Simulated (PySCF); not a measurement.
Rigid-rotor lines calculated for a species of formula C3H6BF (commonest isotopes; PBE0-D3(BJ)/def2-SVP geometry optimisation, gas phase in PySCF 2.14.0), labelled J(Ka,Kc):

| transition | MHz |
| --- | --- |
| 2(1,1) ← 1(1,0) | 10957.8 |
| 2(1,2) ← 1(1,1) | 10767.6 |
| 1(0,1) ← 0(0,0) | 5431.4 |
| 1(1,0) ← 0(0,0) | 18301.9 |
| 2(0,2) ← 1(0,1) | 10862.2 |

**Question.** Find the rotational constants.

**Answer.** 1(0,1) ← 0(0,0) is B + C, 2(1,1) ← 1(1,0) is 3B + C and 2(1,2) ← 1(1,1) is B + 3C, so B − C is half the difference of the last two, 95.1 MHz. 1(1,0) ← 0(0,0) is A + B. A = 15538.6, B = 2763.2, C = 2668.1 MHz.

**Question.** What moments of inertia, asymmetry and inertial defect follow?

**Answer.** I = 505379 MHz·u·Å² over each constant: Ia = 32.52, Ib = 182.89, Ic = 189.41 u·Å²; κ = (2B − A − C)/(A − C) = -0.985 (near-prolate asymmetric top); Δ = Ic − Ia − Ib = -26.00 u·Å².

**Question.** Which dipole components do these lines need?

**Answer.** μa and μc (a-type: ΔKa even, ΔKc odd; c-type: ΔKa odd, ΔKc even). The calculation gives |μa| = 1.69 D, |μb| = 0.00 D, |μc| = 0.20 D.

**Question.** Where do these fall, and of which type are they? 2(1,1) ← 1(0,1); 1(1,1) ← 1(0,1); 3(1,3) ← 3(0,3); 3(3,1) ← 3(2,1); 2(2,1) ← 1(1,1); 2(1,2) ← 2(0,2); 3(1,2) ← 2(1,1); 2(2,1) ← 2(1,1); 3(2,1) ← 2(1,1); 3(1,2) ← 2(0,2); 3(3,0) ← 2(2,0); 3(0,3) ← 2(0,2).

**Answer.** 
```csv
transition,MHz,type,branch
"3(1,3) ← 3(0,3)",12540,c,Q
"2(1,2) ← 2(0,2)",12681,c,Q
"1(1,1) ← 1(0,1)",12775,c,Q
"3(0,3) ← 2(0,2)",16292,a,R
"3(1,2) ← 2(1,1)",16436,a,R
"2(1,1) ← 1(0,1)",23828,c,R
"3(1,2) ← 2(0,2)",29403,c,R
"2(2,1) ← 2(1,1)",38326,c,Q
"2(2,1) ← 1(1,1)",49379,c,R
"3(2,1) ← 2(1,1)",54623,c,R
"3(3,1) ← 3(2,1)",64112,c,Q
"3(3,0) ← 2(2,0)",80409,c,R
```

**Question.** Which structure gave them?

**Answer.** `FBC1CC1`, point group Cs. Three constants can't fix a structure by themselves; this is the one that was computed:
```xyz
11
C3H6BF angstrom
F      2.613   -0.392    1.089
B      1.641   -0.391    0.186
C      0.217    0.045    0.558
C     -0.934   -0.656   -0.154
C     -0.606    0.737   -0.521
H      1.931   -0.750   -0.938
H      0.021    0.361    1.588
H     -1.830   -0.845    0.442
H     -0.685   -1.455   -0.859
H     -0.124    0.923   -1.485
H     -1.270    1.539   -0.188
```

The values belong to one conformer (point group Cs) with, in the numbering `[F:1][BH:2][CH:3]1[CH2:4][CH2:5]1`, F1–B2–C3–C4 -146°. PBE0-D3(BJ)/def2-SVP frequencies: not computed here. These are rigid-rotor constants of the computed structure; measured ground-state constants (B0) also hold zero-point vibration. Quadrupole hyperfine structure (11B) is left out.
